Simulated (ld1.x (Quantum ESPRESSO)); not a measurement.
hydrogen (H): one change to a TM semilocal potential, before and after

```
Element                 : H (Z = 1)
Generator               : ld1.x (Quantum ESPRESSO) 7.5
Type                    : norm-conserving Troullier–Martins (semilocal form)
Functional              : LDA (PZ)
Relativity              : scalar-relativistic
Frozen core             : none
Valence charge          : 1
Reference configuration : 1s0.5 (charge +0.5)
Partial waves           : 1s (bound): rc 1.25 bohr; 2p channel at 0.1 Ry: rc 1.05 bohr
Local potential         : the p channel
Core correction         : none
```

Change: all radii scaled by about 1.22 (s 1.52, p 1.28 bohr).

Cutoffs: the cutoffs (Ry, on a coarse ladder) from which the occupation-weighted sum of valence levels, in a spherical-Bessel basis at the reference potential, stays within 10 and 1 mRy of its value at 400 Ry; they do not see the model core or the augmentation charge, which bear on the density cutoff. Errors are all-electron minus pseudo energies relative to the spin-unpolarised reference configuration.

Problem. What does the change do?

Solution. The potential gets softer (18 Ry and 35 Ry → 15 Ry and 25 Ry); of the 3 tests that both files solve, the error grows in 3 and shrinks in 0 by more than 15 % and 0.3 meV (median size 2.2 → 3.9 meV); neither file shows a bound ghost. A larger radius leaves more room for a smooth pseudo-wave, so fewer plane waves are needed. More of the atom is replaced by a form fitted at one configuration, so other configurations suffer. A semilocal file is local in each channel, so a ghost entry of none says nothing of the separable form that plane-wave codes build from it.

```csv
quantity,base,changed
"cutoff, loose",18 Ry,15 Ry
"cutoff, tight",35 Ry,25 Ry
bound ghosts,none,none
"error for 1s1, meV [ΔE -4.64 eV]",+1.1,+2.8
"error for 1s0.5 (spin-polarised), meV [ΔE -0.39 eV]",-2.4,-5.0
"error for 1s1 (spin-polarised), meV [ΔE -5.54 eV]",-2.2,-3.9
```
